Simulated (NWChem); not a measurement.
C5H2BrCl; SMILES C(=C=C(C#C)Cl)Br

```xyz
9

C      2.2301    -2.9755     0.2648
C      1.2211    -2.3370     0.0711
C      0.0373    -1.5938    -0.1544
Cl    -1.4888    -2.4434     0.1805
C      0.0051    -0.3533    -0.5897
C     -0.0112     0.8727    -1.0127
Br     0.0148     2.3873     0.1798
H      3.1222    -3.5344     0.4369
H     -0.0422     1.1727    -2.0542
```
Atoms are numbered in this order, from 1.

Results from NWChem. Geometry optimised at B3LYP/6-31G*; all other runs use it. Pople sets run with spherical d functions. This build's default masses of Se (78.918 u) and Br (79.917 u) are each other's, which moves their modes by up to 0.6 %.

```csv
quantity,level,value
"vertical, lowest state with f > 0.02, singlet (eV)","CAM-B3LYP/def2-SVPD, TDA",5.22
solvation free energy (kcal/mol) in n-hexane,"B3LYP/6-31G*, SMD",-5.4
−ε(HOMO) (eV),PBE/def2-SVP,6.31
"isotropic polarisability (bohr³), static",CAM-B3LYP/def2-SVPD,107.0
dipole (D),B3LYP/6-31G*,1.85
highest harmonic frequency (cm⁻¹),B3LYP/6-31G*,3494
```
